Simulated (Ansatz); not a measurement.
Species: AsF2 (charge 0, doublet). It need not be the lowest isomer of its formula. 
Coordinates optimised at B3LYP-D3(BJ)/def2-TZVP (Ansatz, a first-principles code):
```
As
F 1 1.7444
F 1 1.7444 2 96.75
```
Charge 0, spin multiplicity 2.

Parts of the frozen-core correlation energy in aug-cc-pVDZ (Ansatz, hartree). Frozen orbitals: 16; correlated occupied orbitals by spin: 10 and 9; virtual: 56 and 57. Open shells are spin-unrestricted. No spin-orbit coupling. Non-relativistic.

```json
[
 {"term": "reference (HF)", "value": "-2433.10465"},
 {"term": "MP2 opposite-spin", "value": "[?]"},
 {"term": "MP2 same-spin", "value": "-0.13950"},
 {"term": "CCSD correlation", "value": "[?]"},
 {"term": "(T)", "value": "[?]"},
 {"term": "T1 diagnostic", "value": "0.020"},
 {"term": "largest doubles amplitude", "value": "0.038"},
 {"term": "<S^2> of the reference", "value": "0.769"}
]
```

Problem. Some entries are withheld; supply them.

Solution. 
- MP2 opposite-spin, value: -0.36969
- CCSD correlation, value: -0.51859
- (T), value: -0.01474
